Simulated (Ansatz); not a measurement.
`[OH][SnH]([F])[F]` → `[OH]`• + `[F][SnH][F]`• at 600 K and 1 bar (homolysis of the O–Sn bond).

Computed with Ansatz on PBE0-D4/def2-TZVP structures; ΔE is electronic, products minus reactants. CCSD(T)/CBS is the MP2 limit (def2-TZVPP, def2-QZVPP) plus CCSD(T) − MP2 in def2-TZVPP, frozen cores. This one scheme is used for every species. Open shells (•) are unrestricted, without spin–orbit coupling. Elements past krypton have def2 core potentials. For Sn outer-core shells are correlated without core-valence functions, which leaves a few kJ/mol of doubt a bond. One conformer a species, not always the lowest.

| species | CCSD(T)/CBS energy (Eh) | H − E (kJ/mol) | S (J/(mol·K)) |
| --- | --- | --- | --- |
| `[OH][SnH]([F])[F]` | -490.06891 | 111.7 | 402.8 |
| `[OH]`• | -75.67771 | 39.9 | 204.4 |
| `[F][SnH][F]`• | -414.23413 | 58.4 | 347.2 |

H − E and S are ideal-gas, rigid-rotor, harmonic terms from PBE0-D4/def2-TZVP, for one conformer and one mirror image of each species, with the whole ground term of open shells counted as degenerate. 1 Eh = 2625.50 kJ/mol, R = 8.31446 J/(mol·K).

Q: By hand: ΔE, ΔH, ΔS and ΔG.

A: ΔE = (-75.67771) + (-414.23413) − (-490.06891) = 0.15707 Eh = 412.4 kJ/mol. Δ(H − E) = 39.9 + 58.4 − 111.7 = -13.4, so ΔH = 399.0 kJ/mol. ΔS = 204.4 + 347.2 − 402.8 = 148.8 J/(mol·K). ΔG = 399.0 − 600 × (148.8)/1000 = 309.7 kJ/mol.

Q: By hand: the equilibrium constant, and the temperature at which ΔG would vanish if ΔH and ΔS stayed fixed.

A: log₁₀ K = −ΔG/(RT ln 10) = -27.0. ΔG = 0 at ΔH/ΔS = 2681 K, far beyond where these terms or the molecules hold.

The number of gas molecules changes by +1, which sets the sign of ΔS. A doubt of 5 kJ/mol in ΔE shifts log₁₀ K by 0.4 here. Other conformers and mirror images would add mixing entropy, several J/(mol·K) or more a flexible species. These are equilibria of isolated gas molecules and say nothing of rates. Largest T1 diagnostic: 0.018 (customary marks: 0.02 for closed shells, 0.045 for open ones).
